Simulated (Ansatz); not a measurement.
CH$_{4}$ClNOSi (`Cl[SiH]1NCO1`), relaxed with RKS PBE0-D4/def2-TZVP in Ansatz from a PBE-D4/def2-SVP geometry. The force threshold is 0.005 eV/Å; the program also tests the step.

Total charge 0; spin multiplicity 1.

Start:

```xyz
9

Cl    1.405   -2.390    0.182
Si    0.431   -0.665    0.815
N    -0.961   -0.159   -0.096
C    -0.160    0.968   -0.601
O     1.041    0.794    0.186
H     0.376   -0.760    2.302
H    -1.589   -0.665   -0.723
H    -0.607    1.963   -0.373
H     0.064    0.913   -1.694
```

```csv
step,energy (eV),largest force (eV/Å),largest move (Å)
1,-25031.9239,1.062,0.000
2,-25031.9867,0.575,0.034
3,-25032.0012,0.107,0.022
4,-25032.0016,0.023,0.005
5,-25032.0017,0.014,0.002
6,-25032.0017,0.006,0.001
7,-25032.0017,0.002,0.001
```

End:

```xyz
9

Cl    1.383   -2.350    0.183
Si    0.426   -0.646    0.794
N    -0.957   -0.160   -0.088
C    -0.161    0.961   -0.597
O     1.032    0.771    0.185
H     0.368   -0.747    2.263
H    -1.561   -0.664   -0.713
H    -0.595    1.937   -0.360
H     0.064    0.897   -1.667
```

Run time 25 s (4 threads of an Arm Neoverse V1 on a shared host); peak host memory 0.49 GiB.
